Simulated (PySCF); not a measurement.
**Solvent effects on NMR parameters**

Geometry:
| atom | x (Å) | y (Å) | z (Å) |
| --- | --- | --- | --- |
| B1 | -0.038 | -1.503 | 0.490 |
| C2 | -1.371 | -0.701 | 0.323 |
| C3 | -1.257 | 0.605 | -0.465 |
| C4 | 0.036 | 1.356 | -0.160 |
| C5 | 1.276 | 0.533 | -0.497 |
| C6 | 1.334 | -0.779 | 0.288 |
| H7 | -0.065 | -2.645 | 0.904 |
| H8 | -1.627 | -0.483 | 1.385 |
| H9 | -2.207 | -1.333 | -0.019 |
| H10 | -2.128 | 1.256 | -0.278 |
| H11 | -1.282 | 0.377 | -1.546 |
| H12 | 0.056 | 2.309 | -0.713 |
| H13 | 0.057 | 1.628 | 0.913 |
| H14 | 2.186 | 1.133 | -0.332 |
| H15 | 1.261 | 0.306 | -1.578 |
| H16 | 2.123 | -1.458 | -0.077 |
| H17 | 1.632 | -0.577 | 1.343 |

GIAO PBE0/pcSseg-1 in PySCF 2.14.0 with density-fitted response routines on one PBE0-D3(BJ)/def2-SVP conformer, non-relativistic, equivalent nuclei averaged. Solvents enter as an IEF-PCM continuum (chloroform with ε = 4.7, dimethylsulfoxide with ε = 46.8) around the gas-phase geometry. Shifts are referred to BF3·OEt2, TMS computed in the same medium.

Gas phase, δ in ppm: B1 87.2, C2/C6 30.6, C4 29.7, C3/C5 25.4, H7 7.58, H10/H11/H14/H15 1.55, H12/H13 1.47, H8/H9/H16/H17 1.43. Dipole moment 0.46 D.

Q: How does each δ change in the continuum?

A: 
```
          atoms                                              environment  Δδ, chloroform  Δδ, dimethylsulfoxide
             B1             boron bonded to 2 C, H, in a 6-membered ring            +0.5                   +0.5
          C2/C6                                      sp3 CH2 bonded to B            +0.2                   +0.3
             C4                                        sp3 CH2 in a ring            +0.3                   +0.4
          C3/C5                                        sp3 CH2 in a ring            +0.4                   +0.6
             H7  hydrogen on a boron bonded to 2 C, in a 6-membered ring           -0.08                  -0.12
H10/H11/H14/H15                         hydrogen on an sp3 CH2 in a ring           -0.01                  -0.01
        H12/H13                         hydrogen on an sp3 CH2 in a ring            0.00                  +0.01
  H8/H9/H16/H17                       hydrogen on an sp3 CH2 bonded to B           +0.03                  +0.03
```

Changes are relative to the gas phase. The dipole moment becomes 0.55 D in chloroform, 0.60 D in dimethylsulfoxide.

Q: Which nuclei move most (in ppm), and what does the model miss?

A: C3/C5 (sp3 CH2 in a ring, +0.6 ppm) in dimethylsulfoxide. A continuum only polarises the solute; specific hydrogen bonds, the anisotropy of aromatic solvents and changes of geometry or conformer are outside it.
